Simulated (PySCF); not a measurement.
## O⁺ (oxygen, charge +1) across methods

[He] 2s2 2p3, high-spin 4S determinant. All numbers are calculated (PySCF 2.14, the non-relativistic Hamiltonian (point nucleus), in def2-QZVPPD (8s5p4d2f1g, 66 functions)). The B2PLYP total includes its PT2 part (frozen core); its orbital energies are those of the SCF part.

```
 method  E (hartree)  mean ε 2s α (eV)  mean ε 2s β (eV)  mean ε 2p α (eV)  Σ⟨r²⟩ (bohr²)   ⟨S²⟩
    UHF    -74.37685           -56.368           -41.658           -36.214          7.334  3.756
 B2PLYP     -74.5528           -49.294           -39.462           -31.586          7.391  3.753
r2SCAN0     -74.5607           -46.772           -37.531           -29.660          7.363  3.754
   PBE0     -74.5138           -45.387           -37.594           -28.979          7.418  3.752
  wB97X     -74.5738           -47.722           -40.365           -31.378          7.393  3.754
    PBE     -74.4979           -41.519           -35.637           -26.368          7.477  3.752
  HSE06     -74.5208           -44.939           -37.170           -28.551          7.420  3.752
    LDA     -74.0164           -41.165           -35.581           -26.447          7.507  3.752
 r2SCAN     -74.5590           -43.514           -35.671           -27.300          7.387  3.753
```
